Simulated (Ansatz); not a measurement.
Molecule: BiCl$_{2}$, charge 0, multiplicity 2. It need not be the lowest isomer of its formula. 
Structure (B3LYP-D3(BJ)/def2-TZVP (Ansatz, an electronic-structure program) minimum search):
```xyz
3

Bi    -0.2594    -0.1405     0.3548
Cl    -0.2788     1.9807    -0.8842
Cl     1.5451    -1.2948    -0.8478
```
Charge 0, spin multiplicity 2.

Computed values are from Ansatz. Cores are frozen in the correlated levels unless marked. Open shells are spin-unrestricted. Spin-orbit coupling is left out. Frozen are the shells of the preceding noble gas and the d and f shells that filled before the atom's block. Past Kr the def2 sets carry scalar-relativistic core potentials. Basis-set limits of correlation are two-point, X^-3; Hartree-Fock from the larger set. The bracket is a focal-point correction in the basis named.

Problem. What is the dipole moment at CCSD(T)/def2-SVPD?

Solution. 3.88 D.

Problem. What is the total energy at RI-MP2/CBS(def2-TZVPPD,def2-QZVPPD)+[CCSD(T)-MP2]/def2-TZVPPD?

Solution. -1133.3061 Eh.

Problem. What is the T1 diagnostic at CCSD/def2-TZVPPD?

Solution. 0.014.

Problem. What is the vertical ionisation energy (to the singlet) at RI-MP2/CBS(def2-TZVPPD,def2-QZVPPD)+[CCSD(T)-MP2]/def2-TZVPPD?

Solution. 8.33 eV.

Problem. What is the atomisation energy De at RI-MP2/CBS(def2-TZVPPD,def2-QZVPPD)+[CCSD(T)-MP2]/def2-TZVPPD?

Solution. 141.6 kcal/mol.
